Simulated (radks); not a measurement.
Q: La17+, 40 electrons, occupied as [Kr] 4d4. Method: scalar-relativistic Kohn-Sham, BLYP, spin-polarised, spherical densities, finite nucleus; open shells are filled with parallel spins first (spin-orbit coupling, left out, can overturn this in heavy ions); Fermi nuclear charge, rms radius 4.855 fm; computed with a radial shooting solver on a logarithmic mesh with Libxc functionals. Some entries of the table are withheld. Estimate them.

orbital  occ.  eigenvalue (eV)  <1/r> (bohr^-1)
1s up       1        -39157.13            62.01
1s down     1        -39157.11            62.01
2s up       1        -6572.114            14.28
2s down     1        -6569.791            14.29
2p up       3        -5933.285            13.55
2p down     3        -5931.468            13.56
3s up       1        -1706.348            5.194
3s down     1        -1705.194            5.195
3p up       3        -1502.403            4.927
3p down     3        -1501.101            4.928
3d up       5        -1211.387            4.678
3d down     5        -1209.402            4.678
4s up       1        -622.2711            2.273
4s down     1        -615.2089            2.274
4p up       3        -551.9870              (1)
4p down     3        -544.9699              (2)
4d up       4        -449.8411            1.943
4d down     0        -442.9838            1.940
5s up       0        -311.0825              (3)
5s down     0        -308.6039              (4)
5p up       0        -283.2983            1.119
5p down     0        -281.2812            1.105

A: 
(1) 4p up <1/r> (bohr^-1): 2.133
(2) 4p down <1/r> (bohr^-1): 2.132
(3) 5s up <1/r> (bohr^-1): 1.189
(4) 5s down <1/r> (bohr^-1): 1.174
